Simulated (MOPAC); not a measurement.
MOPAC input (PM7):

```
PM7 FORCE THERMO(298,298) PRECISE LET CHARGE=1 GEO-OK AUX(PRECISION=9) THREADS=1
CF2I

F    -1.97070054 1   -1.05003061 1    0.00296175 1
C    -1.23172022 1    0.00094353 1   -0.01160924 1
F    -1.96867937 1    1.05304539 1   -0.04009123 1
I     0.83963652 1   -0.00064230 1    0.00791375 1
```

**Question.** Which zero-point energy does it print?

**Answer.** 6.39 kcal/mol, from the harmonic wavenumbers of PM7.
